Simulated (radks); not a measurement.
Values are calculated unless marked as measured or tabulated.
These are the eigenvalues of the occupied orbitals of an atom or ion with whole-number occupations (hartree). Level of theory: Dirac Kohn-Sham, PBE, spin-unpolarised, spherical densities, finite nucleus; Fermi nuclear charge, rms radius of each element as measured or else 0.836 A^(1/3) + 0.57 fm (a radial shooting solver on a logarithmic mesh with Libxc functionals).

1s1/2: -930.6393
2s1/2: -137.2974
2p1/2: -127.6154
2p3/2: -121.1724
3s1/2: -25.46517
3p1/2: -21.61364
3p3/2: -20.47652
3d3/2: -13.65909
3d5/2: -13.43009
4s1/2: -3.84162
4p1/2: -2.62687
4p3/2: -2.43821
4d3/2: -0.60351
4d5/2: -0.58130
5s1/2: -0.35461
5d3/2: -0.02624

Which element is it, and in what charge state? The configuration may be excited. Open shells, if any, fill j = l - 1/2 first.

Answer. Z = 47, silver, charge 0: Ag in [Kr] 4d9 5s1 5d1. The list shows which subshells hold electrons but not how many an open one holds; the 1s level, -930.64 hartree, gives Z - s = 43.1 by -(Z - s)^2/2, which with screening and relativity narrows Z to a few neighbours, and the depths of the outer levels then fix element, charge and occupations together.
